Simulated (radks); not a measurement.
Species: I1.25+. Configuration: [Kr] 4d10 5p(up 2, down 2) 5s(up 1, down 0.75) (fractional occupations, a model configuration). Method: scalar-relativistic Kohn-Sham, PBE, spin-polarised, spherical densities, finite nucleus; Fermi nuclear charge, rms radius 4.75 fm; computed with a radial shooting solver on a logarithmic mesh with Libxc functionals.

X-ray form factor f0, the Fourier transform of the density (f0(0) = 51.75):

sin(theta)/lambda (1/angstrom)  f0 (electrons)
0.05                                    50.888
0.1                                     48.603
0.15                                    45.568
0.2                                     42.399
0.25                                    39.427
0.3                                     36.738
0.4                                     32.077
0.5                                     28.133
0.6                                     24.849
0.8                                     20.188
1                                       17.273
1.25                                    14.546
1.5                                     12.097
2                                        8.219
